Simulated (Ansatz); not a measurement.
Consider the redistribution: `[CH3][Al]([CH3])[N]=C=O` + `C[O][Sn]([CH3])([F])[SH]` → `[CH3][AlH][N]=C=O` + `C[O][Sn]([CH3])([F])[S]C`.

Program: Ansatz. Geometries: PBE0-D4/def2-TZVP. ΔE: electronic, gas phase. CCSD(T)/CBS is the MP2 limit (def2-TZVPP, def2-QZVPP) plus CCSD(T) − MP2 in def2-TZVPP, frozen cores. DFT in def2-TZVPP. B3LYP here is the variant with VWN-RPA as its local correlation; programs differ in this. Elements past krypton have def2 core potentials. For Sn outer-core shells are correlated without core-valence functions, which leaves a few kJ/mol of doubt a bond. Each species was taken in one conformer, which may not be the lowest.

(1) Is it downhill or uphill in electronic energy at CCSD(T)/CBS, and by how much? (An estimate is asked.)

(2) What do these levels give: PBE-D4, r2SCAN-D4, PBE0-D4, B3LYP-D4, ωB97X-V, B2PLYP, B3LYP, MP2/def2-TZVPP, CCSD/def2-TZVPP, MP2/def2-QZVPP, HF/CBS(def2), CCSD/CBS(def2)? (Estimate.)

Largest T1 diagnostic among the species: 0.015.

Answers

(1) Ansatz gave: Uphill: ΔE = +15.3 kcal/mol.

(2) Ansatz gave: PBE-D4 15.3, r2SCAN-D4 16.5, PBE0-D4 15.6, B3LYP-D4 15.1, ωB97X-V 15.1, B2PLYP 16.0, B3LYP 16.3, MP2/def2-TZVPP 15.7, CCSD/def2-TZVPP 15.9, MP2/def2-QZVPP 15.5, HF/CBS(def2) 15.0, CCSD/CBS(def2) 15.5 kcal/mol.

The D4 term adds −1.2 kcal/mol with B3LYP and −0.7 kcal/mol with PBE0; it sums over pairs of atoms, weighted by their polarisabilities, and B3LYP, whose exchange is more repulsive, gets the larger term.
